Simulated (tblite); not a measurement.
Species: bis(dimethylphosphino)methane, C5H14P2.
Bonds: C1–P2, P2–C3, P2–C4, C4–P5, P5–C6, P5–C7. Hydrogens: H8, H9, H10 on C1; H11, H12, H13 on C3; H14, H15 on C4; H16, H17, H18 on C6; H19, H20, H21 on C7.

Computed with GFN2-xTB (tblite), gas phase: L-BFGS steps from a force-field or distance-geometry start until the largest atomic force falls under 0.01 eV/Å.

The end geometry, which sets the zero of energy:
```
atom  x, y, z in Å
C1     -2.4239   -1.2113   -1.1174
P2     -1.3569    0.2843   -0.8823
C3     -2.1822    0.9756    0.6162
C4      0.0642   -0.5542   -0.0274
P5      1.2350    0.7535    0.5833
C6      1.9200    1.2638   -1.0522
C7      2.6080   -0.3696    1.1158
H8     -1.9838   -1.8488   -1.8821
H9     -2.5308   -1.7748   -0.1909
H10    -3.4054   -0.8914   -1.4620
H11    -2.3286    0.2071    1.3747
H12    -1.5604    1.7719    1.0212
H13    -3.1453    1.3942    0.3291
H14     0.5720   -1.2168   -0.7354
H15    -0.2982   -1.1423    0.8216
H16     2.2567    0.3997   -1.6243
H17     1.1445    1.7876   -1.6079
H18     2.7552    1.9432   -0.8902
H19     2.8645   -1.0840    0.3341
H20     2.3055   -0.9053    2.0137
H21     3.4810    0.2344    1.3550
```

Problem. These geometries come from the run, each turned onto the end geometry. Order them by energy, lowest first.
A.
```
atom  x, y, z in Å
C1     -2.4295   -1.2429   -1.0991
P2     -1.4564    0.2914   -0.8556
C3     -2.3040    0.9685    0.6266
C4      0.0508   -0.4415   -0.0500
P5      1.3271    0.7657    0.5480
C6      2.0451    1.2853   -1.0684
C7      2.6283   -0.3986    1.0964
H8     -1.9663   -1.8671   -1.8561
H9     -2.5194   -1.8279   -0.1763
H10    -3.4513   -0.9901   -1.4338
H11    -2.3880    0.2365    1.4299
H12    -1.7919    1.8489    1.0074
H13    -3.3332    1.2821    0.3648
H14     0.5199   -1.1379   -0.7591
H15    -0.2665   -1.0393    0.8223
H16     2.3041    0.4278   -1.6802
H17     1.3508    1.9203   -1.6171
H18     2.9604    1.8622   -0.8988
H19     2.8670   -1.1379    0.3361
H20     2.3025   -0.9352    2.0014
H21     3.5414    0.1465    1.3541
```
B.
```
atom  x, y, z in Å
C1     -2.3981   -1.2202   -1.0874
P2     -1.3971    0.3221   -0.8658
C3     -2.2701    0.9644    0.6300
C4      0.0574   -0.4856   -0.0366
P5      1.2648    0.7961    0.5574
C6      2.0072    1.2699   -1.0659
C7      2.5848   -0.3896    1.0885
H8     -1.9392   -1.8497   -1.8480
H9     -2.4680   -1.7787   -0.1539
H10    -3.3991   -0.9473   -1.4171
H11    -2.3375    0.2001    1.4046
H12    -1.7360    1.8306    1.0166
H13    -3.2743    1.2702    0.3341
H14     0.5417   -1.1565   -0.7559
H15    -0.2804   -1.0709    0.8263
H16     2.2658    0.3889   -1.6537
H17     1.3033    1.8874   -1.6210
H18     2.9089    1.8496   -0.8694
H19     2.8047   -1.1101    0.3004
H20     2.2643   -0.9228    1.9822
H21     3.4878    0.1690    1.3273
```
C.
```
atom  x, y, z in Å
C1     -2.4386   -1.2486   -1.0949
P2     -1.4510    0.3014   -0.8602
C3     -2.3144    0.9702    0.6303
C4      0.0514   -0.4515   -0.0469
P5      1.3199    0.7778    0.5493
C6      2.0492    1.2871   -1.0701
C7      2.6324   -0.4067    1.1018
H8     -1.9654   -1.8669   -1.8580
H9     -2.5186   -1.8266   -0.1770
H10    -3.4445   -0.9901   -1.4327
H11    -2.3863    0.2349    1.4299
H12    -1.7894    1.8484    1.0058
H13    -3.3263    1.2799    0.3637
H14     0.5192   -1.1368   -0.7601
H15    -0.2661   -1.0375    0.8211
H16     2.3037    0.4248   -1.6818
H17     1.3494    1.9191   -1.6153
H18     2.9579    1.8616   -0.8970
H19     2.8674   -1.1391    0.3339
H20     2.3027   -0.9319    1.9977
H21     3.5383    0.1471    1.3529
```
D.
```
atom  x, y, z in Å
C1     -2.4183   -1.2378   -1.0820
P2     -1.4299    0.3152   -0.8519
C3     -2.3070    0.9643    0.6372
C4      0.0532   -0.4648   -0.0373
P5      1.2988    0.7922    0.5469
C6      2.0461    1.2753   -1.0719
C7      2.6095   -0.4027    1.0880
H8     -1.9628   -1.8528   -1.8564
H9     -2.5036   -1.8146   -0.1591
H10    -3.4159   -0.9725   -1.4301
H11    -2.3665    0.2133    1.4265
H12    -1.7653    1.8375    0.9971
H13    -3.3107    1.2718    0.3350
H14     0.5199   -1.1329   -0.7716
H15    -0.2740   -1.0455    0.8343
H16     2.2913    0.4040   -1.6810
H17     1.3328    1.9029   -1.6022
H18     2.9454    1.8607   -0.8724
H19     2.8536   -1.1338    0.3157
H20     2.2850   -0.9207    1.9899
H21     3.5093    0.1576    1.3380
```
E.
```
atom  x, y, z in Å
C1     -2.3982   -1.2209   -1.1129
P2     -1.3759    0.3058   -0.8814
C3     -2.2045    0.9739    0.6270
C4      0.0613   -0.5105   -0.0336
P5      1.2491    0.7800    0.5760
C6      1.9414    1.2654   -1.0642
C7      2.5841   -0.3851    1.1149
H8     -1.9406   -1.8437   -1.8796
H9     -2.4807   -1.7871   -0.1857
H10    -3.3900   -0.9304   -1.4530
H11    -2.2921    0.2063    1.3957
H12    -1.6103    1.8032    1.0074
H13    -3.1945    1.3432    0.3635
H14     0.5619   -1.1771   -0.7437
H15    -0.2944   -1.0945    0.8211
H16     2.2201    0.3882   -1.6478
H17     1.1858    1.8339   -1.6038
H18     2.8140    1.8981   -0.9121
H19     2.8176   -1.1089    0.3349
H20     2.2610   -0.9107    2.0117
H21     3.4760    0.1879    1.3582
```

Solution. E (0.004 eV), B (0.014 eV), D (0.030 eV), C (0.059 eV), A (0.107 eV).

In the order of the answer:

```json
{"step": "35", "E above end (eV)": "0.004", "largest force (eV/Å)": "0.04", "rms force component (eV/Å)": "0.011", "rms distance from end (Å)": "0.048", "rms bond change (Å)": "0.001", "bond most changed (Å)": "C4–P5 -0.002"}
{"step": "16", "E above end (eV)": "0.014", "largest force (eV/Å)": "0.06", "rms force component (eV/Å)": "0.019", "rms distance from end (Å)": "0.099", "rms bond change (Å)": "0.001", "bond most changed (Å)": "P2–C3 +0.002"}
{"step": "7", "E above end (eV)": "0.030", "largest force (eV/Å)": "0.13", "rms force component (eV/Å)": "0.045", "rms distance from end (Å)": "0.118", "rms bond change (Å)": "0.002", "bond most changed (Å)": "C4–P5 +0.005"}
{"step": "1", "E above end (eV)": "0.059", "largest force (eV/Å)": "0.45", "rms force component (eV/Å)": "0.104", "rms distance from end (Å)": "0.129", "rms bond change (Å)": "0.003", "bond most changed (Å)": "P2–C4 +0.009"}
{"step": "0", "E above end (eV)": "0.107", "largest force (eV/Å)": "1.00", "rms force component (eV/Å)": "0.287", "rms distance from end (Å)": "0.130", "rms bond change (Å)": "0.010", "bond most changed (Å)": "P5–C7 -0.022"}
```

The cost below is that of the whole relaxation. Time: 0.45 s. Hardware: one thread, Arm Neoverse V1 (aarch64), shared host with 32 logical CPUs at a one-minute load of 5.6.
